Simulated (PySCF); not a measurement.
ClGe, SMILES [Cl][Ge] (connectivity only; charge and spin as stated), charge +1, multiplicity 1. Coordinates come from a r2SCAN-D4/def2-TZVP optimisation. The multiplicity is an assumed one; other spin states were not compared.

TDA-PBE/def2-TZVPD (PySCF) puts the lowest singlet excitations at 4.81, 4.98, 4.98, 5.31, 5.31, 6.59 eV.

What are the lowest excitation roots from ADC(2)/aug-cc-pVDZ (PySCF)? (Estimate from the structure and the level; the computed values follow.)

5.40, 5.40, 5.48, 5.48, 5.51, 6.11 eV. S1 differs by 0.59 eV (second minus first; roots are paired by order, and the bases may differ).
